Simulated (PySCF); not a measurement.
# NMR problem set

- J couplings at B3LYP/pcJ-1 (spin–dipole term left out of most H,H and C,H couplings)
- coordinates at the GFN2-xTB level
- shieldings: GIAO PBE0/pcSseg-1
- code: PySCF 2.14
- non-relativistic Hamiltonian, a single conformation, averaged over atoms made equivalent by symmetry, fast rotation or ring inversion, no solvent model

Referencing at the same level of theory: ¹H (σref 31.72) and ¹³C (σref 186.93) against TMS. Multiplet labels drop J under 1 Hz and among equivalent protons, and merge close values. Unscaled 3J(H,H) run several per cent high. Splittings of carbon signals by F and P are missing where no couplings were computed. Where no couplings were computed, multiplicities follow the n + 1 count of equivalent neighbours, and m marks all less simple cases (inequivalent or close neighbours, rings, F or P nearby). Shifts are as computed. Against solution values, carbons near 30 ppm lie about +3 ppm off and those near 130 ppm about +5 ppm. Of 1211 compounds with measured shifts, 218 miss one by over three times the rms of a fit or turn the order of signals round; such compounds aren't used in these exercises.

Problem. C6H9N. ¹H NMR (300 MHz, computed): δ 6.57 (m, 2H), 6.38 (m, 2H), 3.92 (q, J = 7.5 Hz, 2H), 1.35 (t, J = 7.5 Hz, 3H). ¹³C{¹H} NMR (computed): δ 122.2 (CH), 114.6 (CH), 47.6 (CH2), 22.2 (CH3). What is it?

Solution. SMILES c1cn(CC)cc1. Rings plus π bonds: 3 (1 ring in the answer). 4 carbon signals for 6 carbons: some carbons are equivalent by symmetry or fast rotation. Carbon types of the structure: 4 × CH, 1 × CH2, 1 × CH3, which accounts for all hydrogens. δC 122.2: aromatic CH next to a ring nitrogen. δC 114.6: aromatic CH. δH 6.38: hydrogen on an aromatic CH; the ring current deshields protons in the ring plane. δH 3.92: hydrogen on an sp3 CH2 bonded to N; its carbon carries N, hence the downfield position. The protons at 1.35 and 3.92 share a coupling of 7.5 Hz (vicinal).

The data come from this structure; uniqueness wasn't tested.

Problem. C6H7FO. ¹H NMR (600 MHz, computed): δ 6.37 (m, 1H), 6.33 (m, 1H), 5.38 (m, 1H), 5.37 (m, 1H), 4.94 (m, 1H), 3.40 (m, 1H), 2.71 (m, 1H). ¹³C{¹H} NMR (computed): δ 155.6 (C), 148.5 (CH), 133.7 (CH), 121.2 (CH2), 84.2 (CH), 39.9 (CH2). What is it?

Solution. SMILES C=C[C@@H]1CC(F)=CO1. Rings plus π bonds: 3 (1 ring in the answer). 6 carbon signals for 6 carbons: no two carbons are equivalent. Carbon types of the structure: 1 × C, 3 × CH, 2 × CH2, which accounts for all hydrogens. δC 148.5: alkene CH; the olefinic region. δC 133.7: alkene carbon bearing oxygen; an sp2 carbon of a C=C bond. δC 121.2: terminal =CH2 carbon; as expected for a trigonal carbon in a double bond. δC 84.2: allylic sp3 CH bonded to O; pulled downfield by the heteroatom.

The data come from this structure; uniqueness wasn't tested.
